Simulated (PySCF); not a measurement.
A made-up structure of BSiClO, singlet:

```xyz
4
angstrom
O 1.5301 -0.4408 1.7421
Si 0.8152 0.4435 0.7329
B -1.6192 0.4019 -1.8050
Cl -0.7204 -0.4229 -0.6241
```

It is relaxed with PBE-D4/def2-SVP and then PBE0-D4/def2-TZVP (PySCF 2.14 with density fitting (its default auxiliary sets; JK sets also for MP2 and CCSD(T))). Atoms count as bonded within 1.22 times the sum of their covalent radii (H–H: 0.88 Å). The end point is not checked to be a true minimum.

Q: Does its bonding change? (Judge from chemistry; the calculation decides.)

A: The calculation gives: Yes. Formed: O1–B3, Si2–B3; broken: Si2–Cl4.

Where it ends: The first stage lowers the energy by 1.67 eV in 9 steps. It ends as BSiClO ([Cl][B]1[O][Si]1):
O1  (1.097, -0.169, -0.446)
Si2  (0.493, 1.426, -0.769)
B3  (-0.127, -0.151, 0.139)
Cl4  (-0.902, -1.429, 1.008)
(Å)

Labels in which every atom is bracketed show which atoms are joined, not bond orders.

For scale, one of the runs: PBE0-D4/def2-TZVP relaxation, 136 basis functions, launched by `OMP_NUM_THREADS=2 python run.py`. Time: 5.8 min of wall clock on 2 CPU threads of an AMD EPYC 7B13; the host was shared. Peak host memory: 1.3 GiB.
